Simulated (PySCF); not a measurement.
C₂H₁₂NPSi₂.
Atom-mapped SMILES: `[CH3:1][NH:2][SiH2:3][CH2:4][SiH2:5][PH2:6]` (hydrogens: H7, H8, H9 on C1; H10 on N2; H11, H12 on Si3; H13, H14 on C4; H15, H16 on Si5; H17, H18 on P6)

Geometry (GFN2-xTB, Å), atoms numbered from 1 in this order:
```xyz
18
C2H12NPSi2 angstrom
C     -3.5233    0.4164    0.0728
N     -2.1306    0.6030   -0.2526
Si    -0.8975   -0.4851    0.2400
C      0.7246    0.2938   -0.3474
Si     2.2552   -0.7061    0.1319
P      4.0453    0.4453   -0.5877
H     -3.5924   -0.0128    1.0693
H     -4.0317   -0.2576   -0.6251
H     -4.0436    1.3758    0.0672
H     -2.0179    1.0865   -1.1314
H     -0.9931   -1.8551   -0.2939
H     -0.9809   -0.5489    1.7009
H      0.8082    1.3020    0.0578
H      0.7111    0.4055   -1.4316
H      2.2930   -0.9491    1.5798
H      2.2958   -2.0040   -0.5506
H      4.9775   -0.4059   -0.0268
H      4.0915    1.3025    0.4957
```

Level of theory: TDDFT CAM-B3LYP/def2-SVPD, vertical, gas phase, core orbitals frozen in the response in PySCF 2.14.0, density-fitted response routines.

Frontier orbitals with the atoms that hold most of them (Löwdin shares over 4%, at most four atoms; ? is withheld):

```
orbital  ε (eV)                             atoms
 LUMO+2    1.37   P6 17%, Si5 16%, Si3 11%, C1 7%
 LUMO+1    1.10   Si3 20%, Si5 12%, C1 12%, P6 8%
   LUMO       ?   Si5 27%, P6 16%, Si3 10%, C4 8%
   HOMO   -8.15                                 ?
 HOMO-1   -8.56                                 ?
 HOMO-2   -9.72  C4 28%, P6 23%, Si5 13%, Si3 10%
 HOMO-3  -10.70  Si5 30%, H16 26%, C4 16%, P6 10%
```

Task: Give the leading atoms of the HOMO-1.

Result: P6 (bonded to Si and 2 H) 63%; Si5 (bonded to C, P and 2 H) 15%; H18 (bonded to P) 6%; H17 (bonded to P) 6%. By element: phosphorus 63%, silicon 15% or more, hydrogen 13% or more.

Task: Give the leading atoms of the HOMO.

Result: N2 (bonded to C, Si and H) 57%; C1 (bonded to N and 3 H) 11%; Si3 (bonded to C, N and 2 H) 10%; H11 (bonded to Si) 6%.

Task: What is the LUMO energy, and the HOMO–LUMO gap?

Result: ε(LUMO) = 1.03 eV; the gap is 9.19 eV (0.3377 hartree).

Task: The HOMO–LUMO gap is 9.19 eV. Where does the response calculation put the lowest singlet, and from which orbitals?

Result: S1 is at 5.96 eV (f = 0.0029), 3.23 eV below the gap, made of HOMO→LUMO+1 (72%), HOMO→LUMO+2 (13%). Its leading pair isn't HOMO and LUMO; the energies of that pair differ by 9.25 eV. 

Next come S2 at 6.55 eV (f 0.028), HOMO-1→LUMO+4 (30%), HOMO-1→LUMO+2 (27%), HOMO-1→LUMO+1 (16%); S3 at 6.56 eV (f 0.0025), HOMO→LUMO (57%), HOMO→LUMO+3 (20%); S4 at 6.68 eV (f 0.021), HOMO-1→LUMO (61%), HOMO-1→LUMO+4 (15%); S5 at 6.97 eV (f 0.018), HOMO→LUMO+5 (32%), HOMO→LUMO+2 (25%), HOMO→LUMO+1 (9%).

Hardware: Arm Neoverse V2, one thread, shared host with 32 logical CPUs at a one-minute load of 35. Cost: 43 s wall, 1.1 GiB resident at most.

One conformer stands for the species.
